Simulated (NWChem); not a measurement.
Molecule: AlAsH4O2; SMILES [OH][Al]([OH])[AsH2]

```xyz
8

Al    -0.0232     0.9280    -0.0067
As    -0.1274    -1.4786     0.0161
H      0.9132    -1.5497    -1.0981
H     -1.2915    -1.4533    -0.9704
O     -1.4848     1.7897     0.1117
H     -1.6301     2.7347     0.1617
O      1.5123     1.6575    -0.0553
H      1.7450     2.5858    -0.0246
```
Atoms are numbered in this order, from 1.

The geometry was optimised at PBE0/def2-SVP.

**Question.** Give the principal values of the shielding tensors (ppm) of Al1, As2, O5 from Hartree-Fock/6-31G* (spherical d), GIAO (NWChem), with their diamagnetic and paramagnetic parts as GIAO splits them.

**Answer.** 
| atom | σ11 | σ22 | σ33 | isotropic | diamagnetic | paramagnetic |
|---|---|---|---|---|---|---|
| Al1 | 456.6 | 469.8 | 574.9 | 500.4 | 793.4 | -293.0 |
| As2 | 2085.2 | 2197.0 | 2482.9 | 2255.0 | 2877.4 | -622.4 |
| O5 | 253.0 | 294.3 | 368.8 | 305.4 | 392.8 | -87.5 |
